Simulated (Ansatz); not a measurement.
Species: C2H5I, charge 0, singlet. C2H5I (iodoethane, SMILES C(C)I).
B3LYP-D3(BJ)/def2-TZVP minimum from Ansatz (a program for electronic structure):
```xyz
8

C     -2.4284    -0.3315    -0.1508
C     -1.1138    -1.0402    -0.3856
I      0.5946     0.2253     0.0883
H     -2.5405    -0.0335     0.8914
H     -3.2523    -1.0068    -0.4025
H     -2.5182     0.5593    -0.7720
H     -0.9863    -1.9135     0.2466
H     -0.9638    -1.3180    -1.4244
```

Total energies in def2-SVP, 20 correlated electrons, 11 frozen orbitals. UHF or UKS for unpaired electrons; spin-orbit terms are left out. Cores are frozen in correlated methods (noble-gas shells, and filled d and f shells in the p block). Past Kr the def2 sets carry scalar-relativistic core potentials. Spin-orbit terms, left out, reach several kcal/mol for Br and I, and more for heavier atoms.

| method | program | energy (Eh) | minus CCSDT(Q) (mEh) |
|---|---|---|---|
| HF | Ansatz | -375.24137 | 444.38 |
| MP2 | Ansatz | -375.63302 | 52.73 |
| CCSD | Ansatz | -375.67231 | 13.44 |
| CCSD(T) | Ansatz | -375.68431 | 1.44 |
| CCSDT(Q) | Ansatz | -375.68575 | 0.00 |

Rough core times of Ansatz's runs on a shared machine: CCSD(T) under 20 s, CCSDT(Q) 2 min.
